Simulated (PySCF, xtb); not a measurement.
CH6GaNO2, SMILES C[O][Ga]([NH2])[OH].

GFN2-xTB (xtb 6.7.1) at its own geometry gives an orbital gap of 3.68 eV and a dipole moment of 3.58 D.

Geometry optimised at PBE0-D3(BJ)/def2-SVP. The structure was generated by enumeration; whether it is a known compound was not checked. The values are those of a single conformer.

**Question.** What does PBE0/def2-TZVP run with PySCF give? (The exact figures need the calculation; the answer reports its results.)

**Answer.** gap 7.02 eV (levels -7.47 and -0.45 eV), dipole 3.43 D.
